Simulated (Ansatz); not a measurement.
One change: `OBC[SiH3]` becomes `FBC[SiH3]`.

Ansatz, PBE0-D4/def2-TZVP geometries, multiplicity 1. Each molecule was computed in one conformer, which needn't be the lowest.

| property | `OBC[SiH3]` |
| --- | --- |
| LUMO energy (PBE/def2-TZVPP) / eV | -1.13 |
| ideal-gas entropy at 298 K and 1 bar (rigid rotor, harmonic PBE0-D4/def2-TZVP) / J/(mol·K) | 326 |
| size of the dipole moment (PBE/def2-TZVPP) / D | 1.26 |
| size of the dipole moment (B3LYP/def2-TZVPP) / D | 1.27 |
| LUMO energy (ωB97M-V/def2-TZVPP) / eV | 1.70 |
| zero-point energy (PBE0-D4/def2-TZVP) / kJ/mol | 210.1 |

Q: What does the change do to each property? (Best estimate.)

A: Computed: 
```json
{"property": "LUMO energy (PBE/def2-TZVPP) / eV", "`FBC[SiH3]`": "-1.70", "shift": "-0.57"}
{"property": "ideal-gas entropy at 298 K and 1 bar (rigid rotor, harmonic PBE0-D4/def2-TZVP) / J/(mol·K)", "`FBC[SiH3]`": "324", "shift": "-2"}
{"property": "size of the dipole moment (PBE/def2-TZVPP) / D", "`FBC[SiH3]`": "1.32", "shift": "0.06"}
{"property": "size of the dipole moment (B3LYP/def2-TZVPP) / D", "`FBC[SiH3]`": "1.38", "shift": "0.11"}
{"property": "LUMO energy (ωB97M-V/def2-TZVPP) / eV", "`FBC[SiH3]`": "1.20", "shift": "-0.50"}
{"property": "zero-point energy (PBE0-D4/def2-TZVP) / kJ/mol", "`FBC[SiH3]`": "176.8", "shift": "-33.3"}
```

With PBE0 the HOMO falls by 0.32 eV and the LUMO falls by 0.56 eV, so the gap narrows by about 0.24 eV. PBE moves the HOMO by -0.26 eV and ωB97M-V by -0.33 eV. The zero-point energy changes by -33.3 kJ/mol with -3 modes. Dipoles are sizes alone; their direction can turn.

B3LYP here is the variant with VWN-RPA as its local correlation; programs differ in this.
